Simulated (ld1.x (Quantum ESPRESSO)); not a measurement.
# Which change was made? (As, ultrasoft)

- Element: As (Z = 33)
- Generator: ld1.x (Quantum ESPRESSO) 7.5
- Type: ultrasoft
- Functional: PBE
- Relativity: scalar-relativistic
- Frozen core: [Ar]
- Valence charge: 15
- Reference configuration: 3d10 4s2 4p2.5 (charge +0.5)
- Partial waves: 4s (bound): rcut 1.55, rcutus 1.90 bohr; 4s channel at 2.3 Ry: rcut 1.55, rcutus 1.90 bohr; 4p (bound): rcut 1.60, rcutus 1.80 bohr; 4p channel at 4.45 Ry: rcut 1.60, rcutus 1.80 bohr; 3d (bound): rcut 0.75, rcutus 1.05 bohr; 3d channel at -2.7 Ry: rcut 0.75, rcutus 1.05 bohr
- Local potential: all-electron potential smoothed inside 0.80 bohr (lloc = -2)
- Core correction: Bessel-smoothed model core, default radius (core density twice the valence density)
- Augmentation charge: PSQ, inside the norm-conserving radii

Cutoffs, loose and tight: the cutoffs (Ry, on a coarse ladder) from which the occupation-weighted sum of valence levels, in a spherical-Bessel basis at the reference potential, stays within 10 and 1 mRy of its value at 400 Ry. They do not see the model core or the augmentation charge, which bear on the density cutoff. Test errors are all-electron minus pseudo excitation energies from the reference, over the configurations 3d10 4s2 4p3; 3d10 4s2 4p2; 3d10 4s2 4p1; 3d10 4s0 4p5; 3d10 4s1 4p4; 3d10 4s1 4p0; 3d10 4s2 4p0; variants that change the core or the reference have their own tests. The largest error is taken over the tests solved by every variant that gives reliable tests at all, those not shown here included: 3d10 4s0 4p5; 3d10 4s1 4p4; 3d10 4s2 4p1; 3d10 4s2 4p2; 3d10 4s2 4p3.

The base gives: outcome: generated; cutoff, loose: 140 Ry; cutoff, tight: 230 Ry; bound ghosts: s; largest test error (meV): -7.5.

Q: After one change the result is: outcome: generated; cutoff, loose: 180 Ry; cutoff, tight: 300 Ry; bound ghosts: s; largest test error (meV): -3.9. Which change was it?
A. all radii but the core radius scaled by about 1.21 (s 2.30, p 2.18, d 1.28 bohr, rcut 1.88/1.94/0.90); local potential all-electron potential smoothed inside 0.96 bohr (lloc = -2)
B. all radii but the core radius scaled by about 0.88 (s 1.68, p 1.60, d 0.92 bohr, rcut 1.36/1.42/0.66); local potential all-electron potential smoothed inside 0.70 bohr (lloc = -2)
C. all radii but the core radius scaled by about 1.35 (s 2.56, p 2.42, d 1.42 bohr, rcut 2.08/2.16/1.00); local potential all-electron potential smoothed inside 1.08 bohr (lloc = -2)
D. all radii but the core radius scaled by about 1.04 (s 1.98, p 1.88, d 1.10 bohr, rcut 1.62/1.66/0.78); local potential all-electron potential smoothed inside 0.84 bohr (lloc = -2)

A: B. The others give: all radii but the core radius scaled by about 1.04 (s 1.98, p 1.88, d 1.10 bohr, rcut 1.62/1.66/0.78); local potential all-electron potential smoothed inside 0.84 bohr (lloc = -2) → outcome: generated; cutoff, loose: 140 Ry; cutoff, tight: 200 Ry; bound ghosts: s; largest test error (meV): -8.6 | all radii but the core radius scaled by about 1.21 (s 2.30, p 2.18, d 1.28 bohr, rcut 1.88/1.94/0.90); local potential all-electron potential smoothed inside 0.96 bohr (lloc = -2) → outcome: generated; cutoff, loose: 90 Ry; cutoff, tight: 140 Ry; bound ghosts: none; largest test error (meV): -7.0 | all radii but the core radius scaled by about 1.35 (s 2.56, p 2.42, d 1.42 bohr, rcut 2.08/2.16/1.00); local potential all-electron potential smoothed inside 1.08 bohr (lloc = -2) → outcome: generated; cutoff, loose: 55 Ry; cutoff, tight: 100 Ry; bound ghosts: none; largest test error (meV): -11.
